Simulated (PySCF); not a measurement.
**Relaxation of doublet H₃MoO**

All numbers come from PySCF, UPBE0, basis Mo def2-TZVP with ECP28, O def2-TZVP, H def2-TZVP (scalar-relativistic core potentials, no spin–orbit coupling, density fitting). A (50,194) grid was used.

A start at or just off a symmetric point, pushed along the force that breaks its symmetry, of Cs symmetry, free to break it:

```xyz
5
charge 0 multiplicity 2, angstrom
Mo    0.0000    0.1602    0.1381
O     0.0000   -1.1004   -0.9150
H     1.4317    0.1849    1.0329
H    -1.4317    0.1849    1.0329
H     0.0000    1.5274   -0.9563
```

Task: What forces act on the atoms at the start (eV/Å)?

Result: 
| atom | Fx | Fy | Fz |
| --- | --- | --- | --- |
| Mo1 | 0.00 | 0.27 | 0.08 |
| O2 | 0.00 | 0.03 | -0.54 |
| H3 | 0.45 | 0.25 | 0.00 |
| H4 | -0.45 | 0.25 | 0.00 |
| H5 | 0.00 | -0.81 | 0.45 |

Task: What does it relax to?

Result: It ends at Cs with Mo–H 1.674 Å, Mo–H 1.723 Å (×2), Mo–O 1.645 Å; H–Mo–H 96.7° (×2), H–Mo–H 125.7°, H–Mo–O 96.8°, H–Mo–O 115.1° (×2) (after a last refinement on a finer grid). No frequency check is given, so it may be a saddle point. Other isomers or separated fragments may lie lower.

Task: How much energy is released, and in how many steps?

Result: 17.5 kJ/mol in 7 steps.

With open d or f shells other occupations or spin states may lie lower.

The relaxation took 11 s on 4 threads of a shared Arm Neoverse V2 host, with 89 basis functions and 8 gradients; the process peaked at 0.65 GiB. Launch command: `OMP_NUM_THREADS=4 python axn.py task.json out`.
